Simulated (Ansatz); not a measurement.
Relaxation of BFH₅NO (9 atoms, charge 0, multiplicity 1), to a largest force component of 0.03 eV/Å in at most 50 steps.

Theory: Ansatz, RHF/def2-SVP.

```xyz
9
Properties=species:S:1:pos:R:3:forces:R:3
B -0.182 0.469 -0.360 0.05 0.71 -0.28
F -0.228 -0.073 2.117 0.12 0.17 0.43
H 0.802 -0.208 -0.387 0.00 -0.01 0.00
N -1.386 -0.003 -0.904 0.00 -0.02 0.03
H -1.477 -0.943 -1.225 -0.01 -0.01 0.00
H -2.255 0.489 -0.865 0.01 0.00 -0.02
O -0.042 1.768 0.115 -0.01 -0.65 -0.04
H -0.819 2.299 0.041 -0.01 0.00 -0.01
H 0.169 0.743 2.055 -0.15 -0.19 -0.12
```

Q: Where does it end, and by what steps?

A: The forces met the threshold. The force dipped under the threshold on the way, but the program's further checks kept it going. After 19 steps the energy has fallen by 0.257 eV; F2 moved furthest, 1.80 Å.

```csv
step,energy less start (eV),largest force component (eV/Å),accepted
0,0.0000,0.715,yes
1,-0.0575,1.878,yes
2,-0.0942,1.829,yes
3,-0.1664,0.915,yes
4,-0.1972,0.429,yes
5,-0.2137,0.344,yes
6,-0.2206,0.258,yes
7,-0.2258,0.826,yes
8,-0.2321,0.620,yes
9,-0.2393,0.285,yes
10,-0.2440,0.444,yes
11,-0.2478,0.365,yes
12,-0.2510,0.193,yes
13,-0.2533,0.132,yes
14,-0.2549,0.235,yes
15,-0.2557,0.148,yes
16,-0.2566,0.025,yes
17,-0.2569,0.048,yes
18,-0.2570,0.046,yes
19,-0.2571,0.013,yes
```

```xyz
9
Properties=species:S:1:pos:R:3
B -0.522 0.107 -0.321
F 0.966 1.027 2.889
H 0.313 -0.743 -0.208
N -1.363 0.131 -1.439
H -1.287 -0.552 -2.163
H -2.082 0.806 -1.602
O -0.607 1.034 0.689
H -1.270 1.701 0.594
H 0.435 1.031 2.147
```

Whether the end is a true minimum wasn't checked by a vibrational analysis.

Run time: 17 s on 2 threads of Arm Neoverse V2 (shared host), peak memory 0.13 GiB.
